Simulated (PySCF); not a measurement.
AlH3, SMILES [AlH3+] (connectivity only; charge and spin as stated), charge +1, multiplicity 2.

Geometry optimised at ωB97X-D3(BJ)/def2-TZVPD.

These are ωB97X-D3(BJ)/def2-TZVPD in PySCF 2.14.0 values and carry that method's errors.

Frequencies are harmonic and unscaled.

Question: List the normal modes with their intensities. (An estimate is asked for; the answer gives what the named calculation found.)

Answer: 
```tsv
mode	ν (cm⁻¹)	IR (km/mol)	moving atoms (share of kinetic energy)
1	394	8.5	H 91 %, Al 9 %
2	507	109.8	H 91 %, Al 9 %
3	754	37.6	H 99 %
4	1270	300.5	H 99 %
5	1643	5.4	H 96 %
6	2116	0.6	H 96 %
```
